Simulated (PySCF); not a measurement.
Vertical excitations of a molecule C3H8N, multiplicity 2 from TDA-PBE/def2-SVPD in PySCF 2.14.0, as energy in eV (oscillator strength): 2.14 (0.000), 4.96 (0.019), 5.04 (0.000), 5.50 (0.000), 5.64 (0.013), 5.87 (0.004), 6.18 (0.002), 6.33 (0.019), 6.37 (0.023), 6.68 (0.024). The structure is a stationary point at TPSSh-D3(BJ)/def2-SVP. The values are those of a single conformer.

### Question
Which molecule gave these data?
(A) [CH2]N(C)C
(B) [CH2]CNC
(C) CC[N]C
(D) [CH2]C(C)N

### Answer
C, CC[N]C
